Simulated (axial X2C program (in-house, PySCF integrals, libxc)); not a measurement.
Outer orbitals of TiGa at 2.470 Å, PBE0

Calculated with an in-house all-electron X2C program for linear molecules (integrals from PySCF). Spin-free means the one-electron spin-free X2C Hamiltonian; two-component (2c) means X2C with spin–orbit coupling and atomic mean-field two-electron Coulomb and Gaunt terms, so the difference of the two also holds small scalar two-electron terms. Basis: Ga dyall-cv3z [9s9p7d4f1g], Ti dyall-cv3z [10s10p6d4f2g] (cores contracted in-house); Gaussian nuclei, density fitting, unrestricted open shells. Masses: Ga 68.926 u, Ti 47.948 u.

The distance is close to the 2c PBE0 minimum; the highest filled and lowest empty levels are listed.

Spin-free orbitals, state M_S = 5/2, Λ = 2 (beyond evenly filled blocks: 2 × σα, π+α, π-α, δ+α) (Löwdin shares):

```json
{"symmetry": "σα", "occupied": "yes", "ε (eV)": "-21.55", "atomic character": "100% Ga d"}
{"symmetry": "π-α", "occupied": "yes", "ε (eV)": "-21.52", "atomic character": "100% Ga d"}
{"symmetry": "π+α", "occupied": "yes", "ε (eV)": "-21.52", "atomic character": "100% Ga d"}
{"symmetry": "δ-α", "occupied": "yes", "ε (eV)": "-21.50", "atomic character": "100% Ga d"}
{"symmetry": "δ+α", "occupied": "yes", "ε (eV)": "-21.50", "atomic character": "100% Ga d"}
{"symmetry": "σβ", "occupied": "yes", "ε (eV)": "-21.44", "atomic character": "100% Ga d"}
{"symmetry": "δ-β", "occupied": "yes", "ε (eV)": "-21.42", "atomic character": "100% Ga d"}
{"symmetry": "δ+β", "occupied": "yes", "ε (eV)": "-21.42", "atomic character": "100% Ga d"}
{"symmetry": "π+β", "occupied": "yes", "ε (eV)": "-21.42", "atomic character": "100% Ga d"}
{"symmetry": "π-β", "occupied": "yes", "ε (eV)": "-21.42", "atomic character": "100% Ga d"}
{"symmetry": "σα", "occupied": "yes", "ε (eV)": "-10.42", "atomic character": "61% Ga s, 13% Ti s, 12% Ti p"}
{"symmetry": "σβ", "occupied": "yes", "ε (eV)": "-8.76", "atomic character": "65% Ga s, 13% Ti p, 10% Ti s"}
{"symmetry": "σα", "occupied": "yes", "ε (eV)": "-5.04", "atomic character": "46% Ga p, 27% Ti s, 13% Ti d"}
{"symmetry": "δ+α", "occupied": "yes", "ε (eV)": "-4.86", "atomic character": "100% Ti d"}
{"symmetry": "σα", "occupied": "yes", "ε (eV)": "-4.81", "atomic character": "67% Ti d, 26% Ti s, 3% Ga p"}
{"symmetry": "π+α", "occupied": "yes", "ε (eV)": "-4.47", "atomic character": "56% Ti d, 32% Ga p, 8% Ti p"}
{"symmetry": "π-α", "occupied": "yes", "ε (eV)": "-4.34", "atomic character": "49% Ti d, 37% Ga p, 10% Ti p"}
{"symmetry": "σβ", "occupied": "no", "ε (eV)": "-1.94", "atomic character": "44% Ti s, 44% Ga p, 9% Ti p"}
{"symmetry": "σα", "occupied": "no", "ε (eV)": "-1.64", "atomic character": "46% Ti p, 28% Ga p, 14% Ti s"}
{"symmetry": "π+α", "occupied": "no", "ε (eV)": "-1.59", "atomic character": "45% Ti p, 36% Ti d, 18% Ga p"}
{"symmetry": "π-α", "occupied": "no", "ε (eV)": "-1.44", "atomic character": "44% Ti p, 40% Ti d, 15% Ga p"}
```

Spinors with spin–orbit coupling (state Ω = 1/2):

| ω | occupied | ε (eV) | atomic character | λ mixture |
| --- | --- | --- | --- | --- |
| -1/2 | yes | -21.76 | 100% Ga d | 68% π, 32% σ |
| -3/2 | yes | -21.75 | 100% Ga d | 85% δ, 15% π |
| 1/2 | yes | -21.75 | 100% Ga d | 54% σ, 46% π |
| 3/2 | yes | -21.72 | 100% Ga d | 71% δ, 29% π |
| 5/2 | yes | -21.34 | 100% Ga d | 100% δ |
| 3/2 | yes | -21.34 | 100% Ga d | 71% π, 29% δ |
| 1/2 | yes | -21.33 | 100% Ga d | 54% π, 46% σ |
| -1/2 | yes | -21.31 | 100% Ga d | 68% σ, 32% π |
| -3/2 | yes | -21.27 | 100% Ga d | 85% π, 15% δ |
| -5/2 | yes | -21.26 | 100% Ga d | 100% δ |
| 1/2 | yes | -10.41 | 61% Ga s, 13% Ti s, 12% Ti p | 100% σ |
| -1/2 | yes | -8.77 | 65% Ga s, 13% Ti p, 10% Ti s | 100% σ |
| 1/2 | yes | -5.03 | 46% Ga p, 27% Ti s, 13% Ti d | 100% σ |
| -3/2 | yes | -4.87 | 100% Ti d | 100% δ |
| 1/2 | yes | -4.81 | 67% Ti d, 26% Ti s, 3% Ga p | 100% σ |
| -1/2 | yes | -4.48 | 54% Ti d, 34% Ga p, 9% Ti p | 100% π |
| 3/2 | yes | -4.33 | 51% Ti d, 36% Ga p, 10% Ti p | 100% π |
| -1/2 | no | -1.94 | 44% Ti s, 43% Ga p, 9% Ti p | 100% σ |
| 1/2 | no | -1.64 | 46% Ti p, 28% Ga p, 14% Ti s | 100% σ |
| -1/2 | no | -1.58 | 44% Ti p, 37% Ti d, 18% Ga p | 100% π |
| 3/2 | no | -1.45 | 44% Ti p, 39% Ti d, 16% Ga p | 100% π |

Mulliken charges and populations of the two-component result (they depend on the basis, above all on diffuse functions):

Ga -0.04 e (s 7.84 p 13.18 d 10.02 f 0.01), Ti 0.04 e (s 6.79 p 12.26 d 2.89 f 0.01). ⟨Lz⟩ = -2.00 ħ and ⟨Sz⟩ = 2.50 ħ (0.60 and 1.90 on the two atoms), which add up to Ω.

The state is one determinant whose occupation by symmetry is held fixed; it was picked as the lowest of a PBE0 search that is not exhaustive. Density functionals use the spin component along the axis (collinear). Other states lie close and PBE0, whose exact exchange favours high spin, may order them wrongly; the determinant shown need not be the ground state. The nearest other spin-free determinant of the search, M_S = 3/2, Λ = 2, lies 0.20 eV up at the distance of the search. The functionals have no current-density term, which raises determinants with orbital currents, atoms included. The spin of this state cannot come from the lowest atoms; the curve heads to a higher limit, and no De is given. With several unpaired electrons one determinant need not be a pure state.
